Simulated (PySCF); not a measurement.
Isomers of C2H8Si2. Isolated molecules, 0 K electronic values unless said otherwise. One relaxed conformer stands for each flexible species; it need not be the lowest. Strings in code marks are SMILES.

Method: PBE-D3(BJ)/def2-TZVP // B3LYP-D3(BJ)/def2-TZVP run with PySCF 2.14.0. All candidates: neutral, multiplicity 1. 

- HOMO: -5.35 eV
- LUMO: -1.92 eV
- dipole moment: 1.37 D

Q: Name which member has these values.
A) `C/[SiH]=C\[SiH3]`
B) `C=[Si](C)[SiH3]`
C) `[SiH3][C@@H]1C[SiH2]1`
D) `[SiH3]/C=C\[SiH3]`

A: B, `C=[Si](C)[SiH3]`. The others give `[SiH3][C@@H]1C[SiH2]1`: -5.98 eV, -0.79 eV, 1.00 D; `[SiH3]/C=C\[SiH3]`: -6.90 eV, -2.08 eV, 0.83 D; `C/[SiH]=C\[SiH3]`: -5.57 eV, -1.94 eV, 2.32 D
